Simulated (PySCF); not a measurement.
## Radial density of Nb (niobium, neutral)

UHF, [Kr] 4d3 5s2, high-spin 4F determinant (an excited configuration). Calculation: PySCF 2.14, in def2-QZVPP with one added diffuse shell each of s, p, d, f, g type with the def2 core potential (28 electrons) (8s6p5d4f3g, 106 functions); a scalar-relativistic core potential. This is the valence pseudo-density: the core potential removes the inner electrons and smooths the orbitals near the nucleus.

```tsv
r (bohr)	4πr²ρ (e/bohr)	4πr²(ρα − ρβ)
0.0646	2.095e-05	0.0000
0.109	0.0001428	0.0000
0.183	0.001417	0.0003
0.308	0.02532	0.0049
0.517	0.7843	0.0781
0.870	7.605	0.7348
1.46	7.287	1.7398
2.46	1.787	0.9452
4.14	0.5855	0.0846
6.96	0.06673	-0.0190
11.7	0.0006977	-0.0005
```

Energies and moments cover only the electrons outside the core potential.

(1) Where is the radial spin density 4πr²(ρα − ρβ) most negative, and why is it negative at all?

Answers

(1) Around r = 6.96 bohr, down to -0.0190 e/bohr: exchange with the open shell polarises the paired shells in an unrestricted calculation.
